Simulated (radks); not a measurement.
Values are calculated unless marked as measured or tabulated.
Effect of the nuclear size on the krypton ion Kr+, [Ar] 3d10 4s2 4p5. Level of theory: Dirac Kohn-Sham, relativistic LDA (MacDonald-Vosko exchange, VWN5 correlation), spin-unpolarised, spherical densities, finite nucleus; open shells are shared between the two j in proportion to 2j + 1; Fermi nuclear charge, rms radius 4.1884 fm (a radial shooting solver on a logarithmic mesh with Libxc functionals). The rms radius is varied about that value; shifts are against it.

rms radius (fm)  total energy shift (eV)  density at nucleus (e/bohr^3)  1s1/2 shift (meV)  2s1/2 shift (meV)  3p1/2 shift (meV)  4s1/2 shift (meV)
3.4931                            -0.190                      4.963e+04              -80.1              -8.12              0.123             -0.152
3.8408                           -0.0987                      4.925e+04              -41.7              -4.23              0.064             -0.079
4.1884                                 0                      4.891e+04              0.000              0.000              0.000              0.000
4.3308                            0.0427                      4.878e+04               18.0               1.83             -0.028              0.034
5.1852                             0.327                      4.809e+04                138               14.0             -0.212              0.261

Slopes of the eigenvalues against <r^2> in GHz/fm^2, as finite differences over the two radii next to the reference (eigenvalue slopes, not the field-shift constants of lines): 1s1/2 3610, 2s1/2 366, 3p1/2 -5.56, 4s1/2 6.84.
